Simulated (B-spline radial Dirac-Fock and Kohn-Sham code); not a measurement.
**Run log: I**

ΔSCF core binding energies without Breit or QED terms, calculated with a radial atomic solver. Keys: rel is the Hamiltonian (dirac, or spin-free x2c and nr, where L3 and M5 stand for the whole 2p and 3d shells), method is hf or an exchange,correlation pair (spin-unpolarised, also for the hole states), nuc the nuclear model, radius_factor scales its radius, rmax is the box in bohr, h the logarithmic mesh step, order the B-spline order, points the quadrature points per cell, c_factor scales the speed of light, and damp, ndamp, maxit and tol steer the iteration. The run stops when the commutator error falls below 10·tol·max(1, Z/10), or the numerical noise floor, and the energy has settled to about 1e-8 Ha; the virial ratio is −V/T.

Input (task.json):

```json
{"items": [{"Z": 53, "q": 0, "cfg": [[1, 0, 2], [2, 0, 2], [2, 1, 6], [3, 0, 2], [3, 1, 6], [3, 2, 10], [4, 0, 2], [4, 1, 6], [4, 2, 10], [5, 0, 2], [5, 1, 5]], "A": 127, "rrms": 4.75, "do": "settings", "holes": ["K", "L3", "M5"],
  "settings": [{"rel": "dirac", "method": "hf", "nuc": "gauss", "radius_factor": 1.0, "rmax": 45.0, "h": 0.3, "order": 8, "points": 10, "c_factor": 1.0, "maxit": 60, "damp": 0.5, "ndamp": 3, "tol": 1e-08}]}]}
```

Command: `python xray2_run.py task.json out`

Ground-state iterations:

```
iter   energy (Ha)        error
   1    -7112.73991646  1.79e+00
   2    -7114.75303275  2.39e-01
   3    -7115.74033349  4.78e-02
   4    -7115.79197495  1.64e-02
   5    -7115.79535257  5.80e-03
   6    -7115.79610138  7.43e-04
   7    -7115.79611925  2.90e-04
   8    -7115.79612063  3.34e-05
   9    -7115.79612066  4.64e-06
  10    -7115.79612066  4.38e-07
```

The ground state converged in 10 iterations, with total energy -7115.79612 Ha, virial ratio 1.94344 and highest orbital energy -10.58 eV. ΔSCF binding energies: K (1s) 33292.7 eV, L3 (2p3/2) 4574.9 eV, M5 (3d5/2) 628.4 eV.
